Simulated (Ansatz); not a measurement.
Geometry optimisation, RKS LDA/def2-SVP (Ansatz).

input.yaml

```yaml
crystal:
  periodic: [false, false, false]
  atoms:
    - { symbol: Ta, position_ang: [0.0, 0.0, 0.0] }
    - { symbol: O, position_ang: [2.37, 0.0, 0.0] }
    - { symbol: H, position_ang: [2.7071, -0.5308, 0.7903] }
    - { symbol: F, position_ang: [0.0, 0.0, 1.93] }
    - { symbol: Cl, position_ang: [0.0, 0.0, -2.47] }
    - { symbol: F, position_ang: [-0.965, 1.6714, 0.0] }
    - { symbol: F, position_ang: [-0.965, -1.6714, 0.0] }
    - { symbol: P, position_ang: [0.8892, 2.1257, -1.6258] }
    - { symbol: H, position_ang: [1.9456, 1.6742, -2.4605] }
    - { symbol: H, position_ang: [-0.185, 2.5878, -2.4313] }
    - { symbol: H, position_ang: [2.1346, 1.0749, -0.8221] }
basis:
  gaussian: { orbitals: def2-SVP }
hamiltonian:
  xc: lda
relax:
  f_tol: 0.15
  max_steps: 25
  restrain:
    - { distance: [0, 7], at: 3.72, k: 30.0 }
    - { distance: [10, 1], at: 2.21, k: 30.0 }
    - { distance: [0, 1], at: 2.02, k: 30.0 }
    - { distance: [10, 7], at: 1.42, k: 30.0 }
```

Launched with:

```bash
$ ansatz run input.yaml --threads 4 --pin off --max-ram 5120MiB --backend cpu --events-out ev --progress --plain --runs-dir out
```

Q: Where does it end, and by what steps?

A: The forces met the threshold. The restraints hold the end off the free minimum. After 15 steps the energy has fallen by 5.457 eV (the restraints' own energy left out); H10 moved furthest, 1.34 Å. Joined: P8–H11 (1.82 → 1.43 Å).

| step | energy less start (eV) | largest force component (eV/Å) | accepted |
| --- | --- | --- | --- |
| 0 | 0.0000 | 3.340 | yes |
| 1 | -0.6099 | 3.656 | yes |
| 2 | -1.5728 | 4.522 | yes |
| 3 | -3.0518 | 3.795 | yes |
| 4 | -4.5304 | 2.063 | yes |
| 5 | -5.1440 | 1.916 | yes |
| 6 | -5.3333 | 1.760 | yes |
| 7 | -5.3616 | 1.799 | yes |
| 8 | -5.3724 | 1.783 | yes |
| 9 | -5.3905 | 1.665 | yes |
| 10 | -5.3967 | 1.686 | yes |
| 11 | -5.4107 | 1.603 | yes |
| 12 | -5.4163 | 1.662 | yes |
| 13 | -5.4309 | 1.652 | yes |
| 14 | -5.4512 | 1.607 | yes |
| 15 | -5.4569 | 1.664 | yes |

```xyz
11
Properties=species:S:1:pos:R:3
Ta -0.030 -0.260 -0.184
O 1.900 -0.616 -0.068
H 2.471 -0.236 0.631
F 0.234 0.663 1.442
Cl 0.032 -0.870 -2.410
F -1.239 1.110 -0.589
F -0.939 -1.709 0.504
P 1.780 2.658 -1.604
H 1.435 1.864 -2.761
H 0.392 2.855 -1.249
H 1.895 1.475 -0.801
```

The run took 46 s on 4 threads of Intel(R) Xeon(R) Platinum 8259CL CPU @ 2.50GHz (Skylake/Cascade Lake), with other jobs on the host, peak memory 0.26 GiB.
